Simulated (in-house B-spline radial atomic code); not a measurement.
Ionisation energies with and without relativity, with size and susceptibility from the Dirac run. Dirac energy differences include first-order Breit, QED and recoil terms. NIST's values go from ground level to ground level; the uncertainty of those that are theory runs from under 0.1 % in few-electron ions to several per cent in heavy many-electron ones. Computed with a B-spline radial code for spherical atoms: non-relativistic Hartree-Fock and Dirac-Hartree-Fock, averages of the configuration (point nuclei without relativity, finite nuclei with it).

```json
{"ion": "B3+", "configuration": "1s2", "configuration after": "1s1", "ionisation non-relativistic (eV)": "258.13", "ionisation Dirac Breit and QED (eV)": "258.15", "tabulated value (eV)": "259.3744", "radius at density 0.001 (bohr)": "1.214", "diamagnetic susceptibility (10⁻⁶ cm³/mol)": "-0.22459"}
{"ion": "C3+", "configuration": "[He] 2s1", "configuration after": "1s2", "ionisation non-relativistic (eV)": "64.35", "ionisation Dirac Breit and QED (eV)": "64.37", "tabulated value (eV)": "64.49352", "radius at density 0.001 (bohr)": "2.45", "diamagnetic susceptibility (10⁻⁶ cm³/mol)": "-1.6652"}
{"ion": "N3+", "configuration": "[He] 2s2", "configuration after": "[He] 2s1", "ionisation non-relativistic (eV)": "74.98", "ionisation Dirac Breit and QED (eV)": "75.02", "tabulated value (eV)": "77.4735", "radius at density 0.001 (bohr)": "2.421", "diamagnetic susceptibility (10⁻⁶ cm³/mol)": "-2.4047"}
{"ion": "O3+", "configuration": "[He] 2s2 2p1", "configuration after": "[He] 2s2", "ionisation non-relativistic (eV)": "77.20", "ionisation Dirac Breit and QED (eV)": "77.19", "tabulated value (eV)": "77.4135", "radius at density 0.001 (bohr)": "2.325", "diamagnetic susceptibility (10⁻⁶ cm³/mol)": "-2.6813"}
{"ion": "F3+", "configuration": "[He] 2s2 2p2", "configuration after": "[He] 2s2 2p1", "ionisation non-relativistic (eV)": "85.18", "ionisation Dirac Breit and QED (eV)": "85.17", "tabulated value (eV)": "87.175", "radius at density 0.001 (bohr)": "2.236", "diamagnetic susceptibility (10⁻⁶ cm³/mol)": "-2.8289"}
{"ion": "Ne3+", "configuration": "[He] 2s2 2p3", "configuration after": "[He] 2s2 2p2", "ionisation non-relativistic (eV)": "93.30", "ionisation Dirac Breit and QED (eV)": "93.29", "tabulated value (eV)": "97.19", "radius at density 0.001 (bohr)": "2.155", "diamagnetic susceptibility (10⁻⁶ cm³/mol)": "-2.8975"}
```
